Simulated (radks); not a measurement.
Results of a calculation; reference values are marked as such.
Minus the highest occupied eigenvalue as an estimate of the ionisation energy, Er20+ to Er39+. The LB94 potential has the -1/r tail that LDA and GGA lack but no energy functional. Code: a radial shooting solver on a logarithmic mesh with Libxc functionals. Model: Dirac Kohn-Sham, LB94 model potential, spin-unpolarised, spherical densities, finite nucleus; open shells fill j = l - 1/2 first; Fermi nuclear charge, rms radius 5.2516 fm.

| species | configuration | HOMO | -e(HOMO) (eV) | <r> (bohr) | IE, NIST (eV) | kind |
|---|---|---|---|---|---|---|
| Er20+ | [Kr] 4d10 4f2 | 4f5/2 | 518.85 | 0.537 | 520 | theory |
| Er21+ | [Kr] 4d10 4f1 | 4f5/2 | 560.56 | 0.526 | 555 | theory |
| Er22+ | [Kr] 4d10 | 4d5/2 | 767.65 | 0.526 | 770 | theory |
| Er23+ | [Kr] 4d9 | 4d5/2 | 810.37 | 0.521 | 810 | theory |
| Er24+ | [Kr] 4d8 | 4d5/2 | 853.76 | 0.515 | 853 | theory |
| Er25+ | [Kr] 4d7 | 4d5/2 | 897.81 | 0.510 | 899 | theory |
| Er26+ | [Kr] 4d6 | 4d5/2 | 942.52 | 0.505 | 943 | theory |
| Er27+ | [Kr] 4d5 | 4d5/2 | 987.89 | 0.500 | 989 | theory |
| Er28+ | [Kr] 4d4 | 4d3/2 | 1045.6 | 0.489 | 1046 | theory |
| Er29+ | [Kr] 4d3 | 4d3/2 | 1092.8 | 0.484 | 1092 | theory |
| Er30+ | [Kr] 4d2 | 4d3/2 | 1140.6 | 0.479 | 1142 | theory |
| Er31+ | [Kr] 4d1 | 4d3/2 | 1189.2 | 0.475 | 1188 | theory |
| Er32+ | [Kr] | 4p3/2 | 1372.0 | 0.479 | 1370 | theory |
| Er33+ | [Ar] 3d10 4s2 4p5 | 4p3/2 | 1420.9 | 0.475 | 1416 | theory |
| Er34+ | [Ar] 3d10 4s2 4p4 | 4p3/2 | 1470.4 | 0.472 | 1468 | theory |
| Er35+ | [Ar] 3d10 4s2 4p3 | 4p3/2 | 1520.3 | 0.468 | 1516 | theory |
| Er36+ | [Ar] 3d10 4s2 4p2 | 4p1/2 | 1635.1 | 0.446 | 1625 | theory |
| Er37+ | [Ar] 3d10 4s2 4p1 | 4p1/2 | 1688.1 | 0.442 | 1678 | theory |
| Er38+ | [Ar] 3d10 4s2 | 4s1/2 | 1822.4 | 0.442 | 1803 | theory |
| Er39+ | [Ar] 3d10 4s1 | 4s1/2 | 1876.6 | 0.439 | 1858.5 | semi-emp. |

Reference values: NIST Atomic Spectra Database (exp. = measured, semi-emp. = semi-empirical, theory = theoretical value adopted there). Spin polarisation and multiplet splitting are left out.

Beside tabulated values, note that spin-unpolarised runs miss the spin-polarisation part of the exchange energy of open shells.
